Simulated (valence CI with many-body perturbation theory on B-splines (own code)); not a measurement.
Energy levels of Pr46+

Level of theory: valence CI with perturbative core correlation (CI+MBPT): three valence electrons over a frozen Dirac-Fock core [Ne], radial functions for each j: 11 s, 11 p, 9 d, 7 f, 5 g, 2 h, 1 i, with the one-electron correlation potential Σ1, the two-electron term Σ2, the three-electron term Σ3, Breit, model QED; selected CI, second order for the rest (own B-spline code, finite nucleus).

The last digits are not significant, and no measured levels were compared; by estimate large intervals hold to a few tenths of a per cent, small ones and those within an open d or f shell to about a per cent.

Levels 46 to 68 of 68, with energies above the lowest level, (3s^2 3p1/2) J=1/2. "Leading %" is the weight of the configuration and term that name the level; weights of strongly mixed levels are sums over their largest components and can fall short. In the jj column 3d3/2^4 stands for four electrons in 3d with j = 3/2. Lifetimes count E1, E2, E3, M1 and M2 decay at the calculated energies, and are blank where another channel may lead or the interval is too uncertain; long ones can be off by a factor of two.

```csv
No.,Configuration,Term,J,E (eV),Leading %,Leading jj,Lifetime
46,3p2 3d,2G,7/2,642.11,42,3p1/2 3p3/2 3d3/2 (89 %),3.84 ps
47,3p2 3d,2D,3/2,660.63,40,3p1/2 3p3/2 3d3/2 (85 %),1.38 ps
48,3p2 3d,4P,5/2,661.35,28,3p1/2 3p3/2 3d3/2 (74 %),1.51 ps
49,3p2 3d,4P,1/2,664.60,36,3p1/2 3p3/2 3d3/2 (88 %),1.54 ps
50,3p2 3d,4D,7/2,665.33,45,3p1/2 3p3/2 3d5/2 (98 %),3.33 ps
51,3p2 3d,2G,9/2,672.02,57,3p1/2 3p3/2 3d5/2 (94 %),5.44 ps
52,3p2 3d,2P,3/2,674.38,49,3p1/2 3p3/2 3d5/2 (89 %),2.69 ps
53,3p2 3d,2D,5/2,677.18,40,3p1/2 3p3/2 3d5/2 (87 %),3.23 ps
54,3p2 3d,2F,7/2,686.75,45,3p1/2 3p3/2 3d5/2 (78 %),3.43 ps
55,3s 3d2,4F,3/2,687.01,82,3s 3d3/2^2 (85 %),1.32 ps
56,3p2 3d,2F,5/2,691.20,36,3p1/2 3p3/2 3d5/2 (81 %),2.05 ps
57,3s 3d2,4F,5/2,695.14,68,3s 3d3/2^2 (68 %),1.14 ps
58,3p2 3d,2P,1/2,697.35,50,3p1/2 3p3/2 3d5/2 (86 %),3.09 ps
59,3p2 3d,2D,3/2,699.53,60,3p1/2 3p3/2 3d5/2 (87 %),2.06 ps
60,3s 3d2,4P,1/2,709.31,76,3s 3d3/2^2 (77 %),1.06 ps
61,3s 3d2,4F,7/2,713.85,93,3s 3d3/2 3d5/2 (87 %),1.82 ps
62,3s 3d2,4P,5/2,719.81,34,3s 3d3/2 3d5/2 (84 %),1.61 ps
63,3s 3d2,4P,3/2,723.01,87,3s 3d3/2 3d5/2 (97 %),1.76 ps
64,3s 3d2,4F,9/2,724.37,64,3s 3d3/2 3d5/2 (74 %),2.18 ps
65,3s 3d2,2G,7/2,732.58,66,3s 3d3/2 3d5/2 (89 %),2.31 ps
66,3s 3d2,2F,5/2,733.05,46,3s 3d3/2 3d5/2 (74 %),1.46 ps
67,3s 3d2,2D,3/2,733.70,46,3s 3d3/2 3d5/2 (70 %),1.57 ps
68,3s 3d2,2P,1/2,740.50,53,3s 3d3/2 3d5/2 (62 %),1.25 ps
```
